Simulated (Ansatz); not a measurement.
The cluster Sr2O3⁻. Charge -1, multiplicity 2. Geometry PBE0-D4/def2-SVPD; atoms count from 1.

Cartesian coordinates in Å:
```
Sr -0.403 -0.428 1.548
Sr -0.052 0.000 -1.655
O 1.382 0.278 0.189
O 0.356 1.359 0.220
O -1.284 -1.209 -0.302
```

In the def2 sets Sr takes a core potential; there is no spin–orbit coupling. The structure holds 1 bond(s) between oxygen atoms. The highest occupied level of the charge -1 doublet lies above zero (up to 0.62 eV). By energy differences its removal costs 0.28 eV (vertical, to the charge 0 singlet, at PBE0-D4/def2-TZVPD); a positive level beside a positive removal energy at the same level points to self-interaction error. The structure comes from a short search, and lower isomers may exist.

(1) Estimate the Mulliken populations from the PBE0/def2-TZVPD orbitals of Ansatz.

(2) Where does the spin sit?

(3) And the Mayer bond orders between bonded heavy atoms (over 0.3)?

Results:

(1) 
```
atom  charge (e)  spin (α − β)
 Sr1        1.23          0.52
 Sr2        1.23          0.52
  O3       -0.91         -0.01
  O4       -0.91         -0.01
  O5       -1.65         -0.02
```
Mulliken values and Mayer orders depend strongly on the basis. With diffuse functions, as here, like atoms can get unlike values, and bond orders can come out too low or too high.

(2) Summed by element: Sr 1.05, O -0.05, of 1 unpaired in all. Largest on single atoms: Sr2 0.52, Sr1 0.52, O5 -0.02.

(3) Sr1–Sr2 0.58 (3.25 Å); O3–O4 0.30 (1.49 Å).
